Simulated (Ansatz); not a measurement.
Job for Ansatz (a quantum-chemistry and plane-wave program): R-PBE0/def2-TZVPP on NH (SMILES [NH]), 2S+1 = 1, a spin state set in the input, which need not be the lowest, at the other state's geometry.

Ansatz 0.2 input:
```yaml
crystal:
  periodic: [false, false, false]
  atoms:
    - {symbol: N, position_ang: [-0.00000000, -0.00000000, -0.13023546]}
    - {symbol: H, position_ang: [0.00000000, 0.00000000, 0.91164824]}
basis:
  gaussian:
    orbitals: def2-TZVPP
hamiltonian:
  xc: {name: PBE0}
```

The head of its log:

```
WARN ansatz: RAYON_NUM_THREADS=2 ignored (pool sized by the plan → 2); use --threads N
Functional definition: PBE0
integrals: 0.00 GiB planned
214 factors; their error is unknown
mean field: 0.07 GiB planned
mean field evaluation 1: about -1498.4435 eV, gradient 1.8e1 eV
mean field evaluation 2: about -1498.4622 eV, gradient 1.7e1 eV
```

Problem. Give the final energy of this run.

Solution. -55.0907 hartree.
